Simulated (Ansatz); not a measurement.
Basis-set series for C$_{2}$H$_{8}$BClS, SMILES `C[B-](C)([SH2+])Cl`. Total charge 0; spin multiplicity 1. All single points use the PBE0-D4/def2-TZVP geometry. It is one conformer, not always the lowest.

| functional | basis | functions | energy (Eh) | HOMO (eV) | LUMO (eV) |
| --- | --- | --- | --- | --- | --- |
| PBE0-D4 | def2-TZVPP | 289 | -963.96950 | -7.70 | -0.37 |
| PBE0-D4 | def2-QZVPP | 551 | -964.00141 | -7.74 | -0.47 |
| ωB97M-V | def2-TZVPP | 289 | -964.27206 | -10.00 | 1.48 |
| ωB97M-V | def2-QZVPP | 551 | -964.30256 | -10.04 | 1.04 |

(1) Give the rows for def2-SVP. (An estimate is asked.)

Results:

(1) Ansatz gave: 
| functional | basis | functions | energy (Eh) | HOMO (eV) | LUMO (eV) |
| --- | --- | --- | --- | --- | --- |
| PBE0-D4 | def2-SVP | 118 | -963.56010 | -7.45 | 0.05 |
| ωB97M-V | def2-SVP | 118 | -963.85688 | -9.72 | 2.09 |

Positive LUMOs are unbound and depend on the basis.
